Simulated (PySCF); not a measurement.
Static response to an electric field

Si(CF3)2Cl2, C₂Cl₂F₆Si.
Structure used (PBE0-D3(BJ)/def2-SVP), in Å, numbered top down from 1:
```xyz
11
C2Cl2F6Si angstrom
Si    -0.581    0.079   -0.475
C     -0.711   -0.157    1.435
F     -1.979   -0.136    1.849
F     -0.053    0.819    2.070
F     -0.175   -1.323    1.805
C      1.281    0.065   -0.981
F      1.886   -1.020   -0.490
F      1.915    1.138   -0.502
F      1.425    0.056   -2.307
Cl    -1.396    1.871   -0.984
Cl    -1.514   -1.478   -1.389
```

Level: PBE0/def2-SVPD (PySCF), static field, nuclei fixed, core orbitals frozen in the response. The polarisability tensor in these axes (au):

```
x   77.70 -0.01  1.60
y   -0.01 83.97  0.72
z    1.60  0.72 77.16
```

**Question.** What are the eigenvalues, a third of the trace, and Δα (Δα² = ½Σ(αi − αj)² over the three pairs)?

**Answer.** Principal values 75.77, 79.02 and 84.05 au; mean 79.61 au = 11.80 Å³ = 13.13 × 10⁻⁴⁰ C²·m²/J; Δα = 7.22 au (9 % of the mean).

**Question.** What is the dipole moment, and where does it point?

**Answer.** (-0.85, 0.13, -0.69) D, 1.10 D in size, pointing from the negative to the positive side. Measured along this direction, the outermost atoms are F7 at the negative end and Cl10 and Cl11 at the positive end.

**Question.** Directions of the eigenvectors, and the extent of the frame along each?

**Answer.** Largest value along (0.03, 0.99, 0.11), where the nuclei span 3.38 Å; middle along (0.77, -0.09, 0.63), 3.15 Å; least along (-0.64, -0.07, 0.77), 5.37 Å. The strongest response doesn't lie along the longest of the three spans.

**Question.** Refractivity n − 1 of an ideal gas of it at 298.15 K and 1 atm, from the electronic α?

**Answer.** N = p/kT = 2.4615 × 10¹⁹ cm⁻³, so n − 1 = 2π × N × 11.80 × 10⁻²⁴ cm³ = 1825 × 10⁻⁶ at long wavelengths, for an ideal gas.

**Question.** Find the Langevin capture rate constant for NO+ (29.998 u) meeting this molecule (235.905 u), k = 2.342 × 10⁻⁹ cm³/s × √(α in Å³ / reduced mass in u).

**Answer.** The reduced mass is 26.61 u, so k = 1.56 × 10⁻⁹ cm³/s. The formula leaves out the permanent dipole, which adds to the capture rate.

**Question.** In a dilute gas of rigid molecules at 250 K, how does the orientational term μ²/3kT compare with the electronic polarisability?

**Answer.** In Gaussian units μ²/3kT = 11.75 Å³ against 11.80 Å³, a ratio of 1.00; the Debye molar polarisation (4π/3)N_A(α + μ²/3kT) is 59.4 cm³/mol, leaving out the vibrational part.

**Question.** What molar refraction does this α imply?

**Answer.** Lorentz–Lorenz: R = (4π/3)N_A α = 2.5225 cm³/(mol·Å³) × 11.80 Å³ = 29.8 cm³/mol, in the limit of long wavelengths.

Isolated species at its PBE0-D3(BJ)/def2-SVP geometry, gas phase.
